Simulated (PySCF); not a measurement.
**Field gradients at the hydrogen positions**

Species: C7H18N2.
Geometry (GFN2-xTB, Å), atoms numbered from 1 in this order:
```
atom  x, y, z in Å
C1     2.842    1.314    0.140
N2     2.056    0.252   -0.454
C3     2.825   -0.971   -0.595
N4     0.862    0.087    0.283
C5    -0.227   -0.429   -0.522
C6    -1.598   -0.064    0.077
C7    -1.717    1.456    0.180
C8    -2.689   -0.608   -0.847
C9    -1.754   -0.688    1.466
H10    2.206    2.191    0.239
H11    3.238    1.048    1.132
H12    3.675    1.547   -0.521
H13    3.183   -1.360    0.373
H14    2.205   -1.730   -1.070
H15    3.684   -0.777   -1.233
H16    1.008   -0.491    1.115
H17   -0.128    0.039   -1.504
H18   -0.181   -1.523   -0.662
H19   -1.693    1.907   -0.808
H20   -2.651    1.732    0.665
H21   -0.886    1.849    0.758
H22   -2.625   -1.692   -0.923
H23   -2.589   -0.189   -1.846
H24   -3.673   -0.350   -0.463
H25   -2.759   -0.513    1.845
H26   -1.588   -1.763    1.426
H27   -1.047   -0.248    2.164
```

Level: PBE0/pcSseg-1 (PySCF, non-relativistic); Q(2H) = 0.00286 b; rigid geometry, the same for H and D, with no vibrational averaging.

Question: Rank these positions by the coupling χzz of a deuteron there, largest first.
A. H19 (methyl hydrogen)
B. H13 (methyl hydrogen)
C. H15 (methyl hydrogen)
D. H16 (N–H hydrogen)
E. H17 (methylene hydrogen)

Answer: D (247 kHz), A (214 kHz), C (208 kHz), E (200 kHz), B (190 kHz).

Q: What are Vzz, η and χzz (234.96 MHz × Q × Vzz) at all hydrogens?

A: 
```
atom  bonded to  bond length (Å)  Vzz (au)     η  χzz (kHz)
 H10         C1            1.087    0.3110  0.04        209
 H11         C1            1.101    0.2868  0.07        193
 H12         C1            1.089    0.3099  0.06        208
 H13         C3            1.103    0.2833  0.06        190
 H14         C3            1.089    0.3080  0.05        207
 H15         C3            1.088    0.3100  0.05        208
 H16         N4            1.024    0.3675  0.20        247
 H17         C5            1.093    0.2971  0.03        200
 H18         C5            1.103    0.2825  0.05        190
 H19         C7            1.087    0.3179  0.02        214
 H20         C7            1.088    0.3175  0.02        213
 H21         C7            1.086    0.3152  0.03        212
 H22         C8            1.088    0.3155  0.01        212
 H23         C8            1.088    0.3159  0.02        212
 H24         C8            1.088    0.3164  0.02        213
 H25         C9            1.088    0.3158  0.01        212
 H26         C9            1.089    0.3149  0.01        212
 H27         C9            1.087    0.3169  0.01        213
```

Q: Average by the element that carries the hydrogen.

A: on C: 207 kHz over 17 positions, mean bond length 1.091 Å; on N: 247 kHz over 1 position, mean bond length 1.024 Å.

Q: How does χzz go with the bond length over the 17 C–H bonds?

A: A straight-line fit has a slope of -13.8 kHz for each 0.01 Å, with a correlation coefficient of -0.97, over lengths from 1.086 to 1.103 Å. The longer bonds have the smaller couplings here.

Q: Give the 2H NMR doublet splittings at H17 for a magnetic field along the z, y and x axes of the gradient: 3χ/2, 3χ(1 + η)/4, 3χ(1 − η)/4.

A: With |χ| = 199.7 kHz and η = 0.034: 299, 155 and 145 kHz, to first order and without motion.

One conformer (not necessarily the lowest) at the GFN2-xTB geometry, without solvent, vibrations or thermal averaging. GFN2-xTB bond lengths can be off by several hundredths of an ångström, more for odd bonds, and the gradients follow them. With a basis this small, the couplings can be 20 % off.
